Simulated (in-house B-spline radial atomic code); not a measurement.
Computed with a B-spline radial atomic code. Model: two electrons, singlet ground state, non-relativistic, full CI in B-splines with partial waves to l = 8 (at full coupling up to 3e-4 hartree above the limit, correlation up to 0.6 % small), density held at that of full coupling by Lieb maximisation.

Along the adiabatic connection the electron repulsion is scaled by a coupling λ while a local potential keeps the density fixed. At λ = 0 the system is the Kohn-Sham one and W equals the exchange energy; the exchange-correlation energy is the area under W between 0 and 1. The kinetic energy rises with λ as the electrons avoid each other, with dT/dλ = −λ dW/dλ.

Command:
```bash
python run_ac.py task.json out
```
Settings (lengths in bohr, energies in hartree):
```
potential              dot
strength               4.85
lmax                   8
second                 0.5
```

Run time, properties included: 12 s on 1 thread of Intel(R) Xeon(R) Processor @ 2.30GHz (shared host).

**W = mean repulsion less Hartree energy, and W of three functionals.**

Given: confinement charge in harmonic well; well frequency 4.85 hartree; nuclear charge 0.5; external potential omega^2 r^2/2 - Z/r.

Computed: LDA exchange minus exact 261.04 millihartree; PBE exchange minus exact 76.287 millihartree.

```
coupling  W xc (hartree)  W xc minus exchange (millihartree)  kinetic minus Kohn-Sham (millihartree)  LDA (PW92) W minus its exchange (millihartree)  PBE W minus its exchange (millihartree)  SCAN W minus its exchange (millihartree)
       0         -1.7874                                   0                                       0                                               0                                        0                                         0
    0.02         -1.7893                              -1.946                                       0                                          -13.37                                    -3.02                                      -1.9
    0.05         -1.7922                              -4.845                                     0.1                                           -27.9                                     -7.5                                     -4.71
    0.12               ?                                   ?                                       ?                                               ?                                        ?                                         ?
    0.25          -1.811                             -23.604                                     2.9                                          -93.26                                   -35.44                                    -22.59
     0.4         -1.8244                             -37.046                                     7.3                                         -129.17                                   -54.53                                    -35.24
     0.6         -1.8416                             -54.182                                    15.8                                         -169.06                                   -78.01                                    -51.29
     0.8         -1.8578                             -70.471                                    27.2                                         -203.11                                   -99.64                                    -66.51
       1         -1.8733                             -85.964                                    41.2                                          -233.1                                  -119.72                                    -80.98
     1.4         -1.9021                             -114.77                                    75.6                                         -284.51                                  -156.08                                   -107.97
       2         -1.9405                             -153.15                                   140.6                                         -347.26                                  -203.24                                   -144.29
       3               ?                                   ?                                       ?                                               ?                                        ?                                         ?
     4.5         -2.0563                             -268.89                                   504.5                                         -517.75                                  -342.75                                   -258.24
       7         -2.1292                             -341.85                                   917.8                                            -621                                  -432.93                                   -334.86
      10         -2.1877                             -400.33                                  1409.1                                          -705.3                                  -508.71                                    -399.1
```

(1) What belongs in the row 0.12?

(2) What belongs in the row 3?

(3) What is the SCAN exchange minus exact?

**Energy parts, natural occupations and partial-wave weights.**

Computed: total energy 13.7564 hartree; exchange energy -1.7874 hartree; correlation energy -0.044811 hartree; kinetic part of the DFT correlation energy 0.041153 hartree; initial slope twice GL2 -0.097553 hartree; Kohn-Sham kinetic 7.4788 hartree; Lieb Oxford ratio E_xc over LDA exchange 1.2004.

```csv
natural,occupation of the shell (electrons)
s,1.9943
p,0.005037
s,0.00036523
d,?
p,5.2816e-05
f,2.9535e-05
```

(4) What belongs in the row d?

```
wave      weight
   s     0.99731
   p           ?
   d  0.00011804
   f   1.639e-05
   g  3.7706e-06
```

(5) What belongs in the row p?

(6) What is the Hartree energy?

(7) What is the kinetic part over minus potential part?

## Answers

(1) W xc (hartree): -1.7989; W xc minus exchange (millihartree): -11.523; kinetic minus Kohn-Sham (millihartree): 0.7; LDA (PW92) W minus its exchange (millihartree): -54.64; PBE W minus its exchange (millihartree): -17.65; SCAN W minus its exchange (millihartree): -11.12.

(2) W xc (hartree): -1.994; W xc minus exchange (millihartree): -206.67; kinetic minus Kohn-Sham (millihartree): 273.4; LDA (PW92) W minus its exchange (millihartree): -428.29; PBE W minus its exchange (millihartree): -267.78; SCAN W minus its exchange (millihartree): -195.99.

(3) 7.8515 millihartree.

(4) occupation of the shell (electrons): 0.00022439.

(5) weight: 0.0025466.

(6) 3.5747 hartree.

(7) 0.47873.

Half-way to full coupling W has made 53 % of its drop, against 50 % for a straight line, and second-order (GL2) theory, half the initial slope, overshoots the correlation energy by about 9 %: a moderate bend, as in light atoms. Over couplings 0 to 1 the errors in E_xc come to about +165 millihartree for LDA, +57 millihartree for PBE, +10 millihartree for SCAN, so SCAN is nearest. In LDA and PBE the errors of exchange and correlation have opposite signs, so the sum is smaller than the larger of the two.
